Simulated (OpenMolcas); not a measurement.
# What dynamic correlation does to the levels of P IV

```
Program             : OpenMolcas
Basis               : ANO-RCC-VTZP [5s4p2d1f]
Scalar Hamiltonian  : DKH2, point nucleus
Active space        : 2 electrons in 8 orbitals (3s 3p 4s 4p)
State averaging     : 2S+1 = 3 even, 3 roots; 2S+1 = 1 even, 7 roots; 2S+1 = 3 odd, 3 roots; 2S+1 = 1 odd, 3 roots
Spin-orbit coupling : RASSI with atomic mean-field integrals over the reference wave functions, term energies averaged over their components
```

Methods on the same reference wave functions:
A. CASSCF
B. SS-CASPT2, IPEA 0.25 Eh, imaginary shift 0.1 Eh (closed shells correlated: 2s 2p)
C. MS-CASPT2, IPEA 0.25 Eh, imaginary shift 0.1 Eh (closed shells correlated: 2s 2p)

Energies in eV above 3s2 1S0, the measured ground level; measured values from Martin, Zalubas and Musgrove, J. Phys. Chem. Ref. Data 14, 751 (1985).

| Level | A | B | C | Measured |
| --- | --- | --- | --- | --- |
| 3s2 1S0 | 0.0000 | 0.0000 | 0.0000 | 0.0000 |
| 3s 3p 3P* 0 | 8.4042 | 8.344 | 8.349 | 8.4208 |
| 3s 3p 3P* 1 | 8.4290 | 8.369 | 8.374 | 8.4491 |
| 3s 3p 3P* 2 | 8.4792 | 8.419 | 8.424 | 8.5072 |
| 3s 3p 1P* 1 | 14.5460 | 13.394 | 13.399 |  |
| 3p2 3P0 | 20.5761 | 20.473 | 20.478 | 20.4501 |
| 3p2 3P1 | 20.6013 | 20.499 | 20.503 | 20.4804 |
| 3p2 3P2 [71 %] | 20.6491 | 20.569 | 20.574 | 20.5385 |
| 3p2 1D2 [71 %] | 22.2559 | 20.494 | 20.499 | 19.6071 |

Deviations, from unrounded energies. A percentage is the sum of absolute deviations over the sum of measured energies, with the sign that they share, or ± where signs differ.

```
           Against measurement  Levels     A     B     C
mean absolute deviation (cm-1)       7  3500  1400  1400
      other configurations (%)       7  ±2.9  ±1.1  ±1.1
```

B, C lie about equally close to measurement and A furthest from it. The largest miss of B in the table is 3p2 1D2 [71 %], by +7200 cm-1. The ranking rests on the paired levels alone, and a cruder setting can come out closer through cancelling errors.

Between B and C the level of the table that moves most is 3s 3p 3P* 0, by 39 cm-1 (lowest in B, highest in C).

The lowest spin-free term lies below A's lowest term by 0.019 hartree in B, 0.019 hartree in C.

Over all roots computed the reference weight is 0.90 to 1.00 in B, 0.90 to 1.00 in C; the roots of lowest weight are the least certain, and an intruder state may touch them. Active for correlation alone: 4p 4s; no level in the range computed is led by a configuration that fills them, so any true level of that kind is missing. The ¹D term of p² mixes with s d, which this space lacks. Some levels mix across a computed gap that differs much from the measured one, so their mixing is not that of the real levels (holds for B; C). Measured partners are found by configuration, term and J. A level has none where our copy of the source lacks it or the pairing is in doubt (some pairs that miss far off the trend of their configuration count as doubtful), and it then counts in no deviation. Levels of configurations outside the active space are missing. The table leaves out levels that lie high or whose names do not pair safely across all columns.

A share in square brackets marks a mixed level and gives the weight of the term that names it, the lowest over the columns. * marks odd parity.
